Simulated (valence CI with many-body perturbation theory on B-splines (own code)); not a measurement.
Level structure of As27+

Method: configuration interaction combined with many-body perturbation theory (CI+MBPT): four valence electrons over a frozen Dirac-Fock core [He], radial functions for each j: 11 s, 11 p, 9 d, 7 f, 5 g, 2 h, 1 i, with the one-electron correlation potential Σ1, the two-electron term Σ2, the three-electron term Σ3, Breit, model QED; selected CI, second order for the rest (own B-spline code, finite nucleus).

The last digits are not significant, and no measured levels were compared; by estimate large intervals hold to a few tenths of a per cent, small ones and those within an open d or f shell to about a per cent. Among the levels kept, up to 260 cm⁻¹ of a level comes from second order outside the variational space, and about a tenth of that is noise between levels of different J, which matters for small intervals.

Levels 46 to 90 of 116, with energies above the lowest level, (2s^2 2p1/2^2) J=0. "Leading %" is the weight of the configuration and term that name the level; weights of strongly mixed levels are sums over their largest components and can fall short. In the jj column 3d3/2^4 stands for four electrons in 3d with j = 3/2. Lifetimes count E1, E2, E3, M1 and M2 decay at the calculated energies, and are blank where another channel may lead or the interval is too uncertain; long ones can be off by a factor of two.

| No. | Configuration | Term | J | E (Ry) | Leading % | Lifetime | Leading jj |
| --- | --- | --- | --- | --- | --- | --- | --- |
| 46 | 2s2.2p.3d | 1D° | 2 | 130.09 | 50 | 28.9 fs | 2s^2 2p3/2 3d3/2 (67 %) |
| 47 | 2s2.2p.3d | 3F° | 4 | 130.12 | 97 | 380 ps | 2s^2 2p3/2 3d5/2 (97 %) |
| 48 | 2s2.2p.3d | 3D° | 3 | 130.36 | 56 | 19.0 fs | 2s^2 2p3/2 3d3/2 (62 %) |
| 49 | 2s.2p2.3p | 5D° | 2 | 130.38 | 44 | 154 fs | 2s 2p1/2^2 3p3/2 (63 %) |
| 50 | 2s2.2p.3d | 3P° | 1 | 130.56 | 68 | 19.4 fs | 2s^2 2p3/2 3d3/2 (91 %) |
| 51 | 2s2.2p.3d | 3P° | 0 | 130.59 | 96 | 24.1 fs | 2s^2 2p3/2 3d3/2 (96 %) |
| 52 | 2s2.2p.3d | 3P° | 2 | 130.63 | 50 | 21.3 fs | 2s^2 2p3/2 3d5/2 (66 %) |
| 53 | 2s.2p2.3p | 3D° | 1 | 130.71 | 32 | 61.1 fs | 2s 2p1/2^2 3p3/2 (59 %) |
| 54 | 2s.2p2.3s | 3P | 2 | 130.77 | 67 | 122 fs | 2s 2p1/2 2p3/2 3s (80 %) |
| 55 | 2s.2p2.3p | 5P° | 1 | 131.12 | 44 | 159 fs | 2s 2p1/2 2p3/2 3p1/2 (83 %) |
| 56 | 2s2.2p.3d | 1F° | 3 | 131.24 | 72 | 11.3 fs | 2s^2 2p3/2 3d5/2 (64 %) |
| 57 | 2s2.2p.3d | 1P° | 1 | 131.38 | 72 | 17.2 fs | 2s^2 2p3/2 3d5/2 (90 %) |
| 58 | 2s.2p2.3p | 5D° | 2 | 131.48 | 37 | 204 fs | 2s 2p1/2 2p3/2 3p1/2 (81 %) |
| 59 | 2s.2p2.3p | 5D° | 3 | 131.92 | 83 | 20.3 ps | 2s 2p1/2 2p3/2 3p3/2 (81 %) |
| 60 | 2s.2p2.3p | 5P° | 1 | 132.24 | 36 | 84.2 fs | 2s 2p1/2 2p3/2 3p3/2 (92 %) |
| 61 | 2s.2p2.3p | 5P° | 3 | 132.29 | 46 | 183 fs | 2s 2p1/2 2p3/2 3p1/2 (63 %) |
| 62 | 2s.2p2.3s | 3D | 1 | 132.34 | 84 | 109 fs | 2s 2p1/2 2p3/2 3s (87 %) |
| 63 | 2s.2p2.3d | 5F | 1 | 132.42 | 71 | 479 fs | 2s 2p1/2^2 3d3/2 (74 %) |
| 64 | 2s.2p2.3s | 3D | 2 | 132.54 | 57 | 127 fs | 2s 2p1/2 2p3/2 3s (85 %) |
| 65 | 2s.2p2.3d | 5F | 2 | 132.55 | 51 | 138 fs | 2s 2p1/2^2 3d3/2 (57 %) |
| 66 | 2s.2p2.3p | 3D° | 2 | 132.64 | 61 | 71.9 fs | 2s 2p1/2 2p3/2 3p3/2 (88 %) |
| 67 | 2s.2p2.3p | 5D° | 4 | 132.93 | 81 | 57.7 ps | 2s 2p1/2 2p3/2 3p3/2 (76 %) |
| 68 | 2s.2p2.3d | 5D | 3 | 132.95 | 34 | 46.3 fs | 2s 2p1/2^2 3d5/2 (70 %) |
| 69 | 2s.2p2.3p | 5S° | 2 | 133.02 | 53 | 255 fs | 2s 2p1/2 2p3/2 3p1/2 (72 %) |
| 70 | 2s.2p2.3p | 3P° | 0 | 133.03 | 85 | 59.4 fs | 2s 2p1/2 2p3/2 3p3/2 (91 %) |
| 71 | 2s.2p2.3s | 3P | 1 | 133.28 | 51 | 142 fs | 2s 2p1/2 2p3/2 3s (72 %) |
| 72 | 2s.2p2.3s | 3P | 0 | 133.30 | 83 | 124 fs | 2s 2p1/2 2p3/2 3s (75 %) |
| 73 | 2s.2p2.3s | 3D | 3 | 133.46 | 78 | 100 fs | 2s 2p3/2^2 3s (75 %) |
| 74 | 2s.2p2.3p | 3P° | 2 | 133.52 | 64 | 68.2 fs | 2s 2p1/2 2p3/2 3p3/2 (85 %) |
| 75 | 2s.2p2.3p | 3P° | 1 | 133.67 | 50 | 55.0 fs | 2s 2p1/2 2p3/2 3p3/2 (72 %) |
| 76 | 2s.2p2.3p | 3D° | 3 | 133.73 | 48 | 73.3 fs | 2s 2p1/2 2p3/2 3p3/2 (64 %) |
| 77 | 2s.2p2.3d | 3F | 2 | 133.81 | 41 | 32.6 fs | 2s 2p1/2^2 3d5/2 (51 %) |
| 78 | 2s.2p2.3s | 1D | 2 | 134.11 | 54 | 150 fs | 2s 2p3/2^2 3s (76 %) |
| 79 | 2s.2p2.3d | 5D | 0 | 134.38 | 91 | 630 fs | 2s 2p1/2 2p3/2 3d3/2 (96 %) |
| 80 | 2s.2p2.3d | 5D | 1 | 134.38 | 67 | 118 fs | 2s 2p1/2 2p3/2 3d3/2 (92 %) |
| 81 | 2s.2p2.3d | 5F | 2 | 134.39 | 36 | 60.9 fs | 2s 2p1/2 2p3/2 3d3/2 (88 %) |
| 82 | 2s.2p2.3d | 5F | 4 | 134.40 | 63 | 1.06 ps | 2s 2p1/2 2p3/2 3d5/2 (92 %) |
| 83 | 2s.2p2.3d | 5F | 3 | 134.50 | 56 | 38.2 fs | 2s 2p1/2 2p3/2 3d3/2 (55 %) |
| 84 | 2s.2p2.3p | 3F° | 2 | 134.58 | 59 | 163 fs | 2s 2p1/2 2p3/2 3p1/2 (91 %) |
| 85 | 2s.2p2.3p | 3D° | 1 | 134.93 | 60 | 89.8 fs | 2s 2p1/2 2p3/2 3p1/2 (83 %) |
| 86 | 2s.2p2.3d | 3F | 2 | 135.15 | 35 | 36.8 fs | 2s 2p1/2 2p3/2 3d5/2 (88 %) |
| 87 | 2s.2p2.3d | 5D | 4 | 135.28 | 43 | 4.66 ps | 2s 2p1/2 2p3/2 3d3/2 (47 %) |
| 88 | 2s.2p2.3p | 3P° | 0 | 135.32 | 62 | 121 fs | 2s 2p1/2 2p3/2 3p1/2 (72 %) |
| 89 | 2s.2p2.3d | 5F | 5 | 135.33 | 82 | 500 ps | 2s 2p1/2 2p3/2 3d5/2 (76 %) |
| 90 | 2s.2p2.3d | 3F | 3 | 135.41 | 55 | 27.3 fs | 2s 2p1/2 2p3/2 3d5/2 (47 %) |

Where two levels of one J and parity lie close, their mixing, g and order are uncertain.
